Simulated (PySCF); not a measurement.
N⁺ (nitrogen, charge +1) across methods

[He] 2s1 2p2 3d1, one real determinant (an excited configuration). Computed with PySCF 2.14 in aug-cc-pCVTZ-DK with one added diffuse shell each of s, p, d, f type (8s7p5d3f, 75 functions), with scalar relativity by spin-free X2C-1e.

| method | E (hartree) | mean ε 2s α (eV) | mean ε 2p α (eV) | mean ε 3d α (eV) | Σ⟨r²⟩ (bohr²) | ⟨S²⟩ |
| --- | --- | --- | --- | --- | --- | --- |
| BP86 | -52.9964 | -44.071 | -32.552 | -5.252 | 28.10 | 6.000 |
| PBE0 | -52.9514 | -47.104 | -35.088 | -5.512 | 28.51 | 6.000 |
| r2SCAN | -52.9932 | -45.386 | -33.531 | -5.016 | 28.94 | 6.000 |
| PBE | -52.9422 | -43.999 | -32.514 | -5.139 | 27.98 | 6.000 |
| BLYP | -52.9888 | -43.642 | -32.250 | -5.025 | 28.29 | 6.000 |
| wB97X-V | -52.9762 | -49.506 | -37.433 | -6.627 | 28.32 | 6.000 |
| PW91 | -52.9794 | -44.057 | -32.613 | -5.144 | 27.86 | 6.000 |
| LDA | -52.5242 | -43.676 | -32.348 | -5.004 | 27.72 | 6.000 |
| UHF | -52.88957 | -56.000 | -42.382 | -6.348 | 30.12 | 6.000 |

⟨L²⟩ = 7.98 against 12 for a pure F term, so this real determinant mixes terms. The outer electron is Rydberg-like, and this basis confines it to a smaller radius and binds it less than a complete one would.
